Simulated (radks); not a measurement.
Question: W XXIX, configuration [Kr] 4d10 (the NIST ground configuration). All-electron calculation, Dirac Kohn-Sham, BLYP, spin-unpolarised, spherical densities, finite nucleus; Fermi nuclear charge, rms radius 5.3658 fm. Program: a radial shooting solver on a logarithmic mesh with Libxc functionals.

Spin-orbit splittings of the eigenvalues, e(l+1/2) - e(l-1/2), with zeta = 2 splitting/(2l+1) and mean radii in bohr:

shell  occ.  splitting (eV)  zeta (eV)  <r> j=l-1/2  <r> j=l+1/2
2p        6            1352      901.2      0.06368      0.07165
3p        6           294.5      196.3       0.1900       0.2044
3d       10           63.86      25.54       0.1789       0.1833
4p        6           81.53      54.35       0.4237       0.4484
4d       10           16.71      6.682       0.4447       0.4519
5p        0               ?          ?       0.7969       0.8323

Estimate the 5p splitting.

Answer: 29.00 eV (zeta = 19.33 eV).
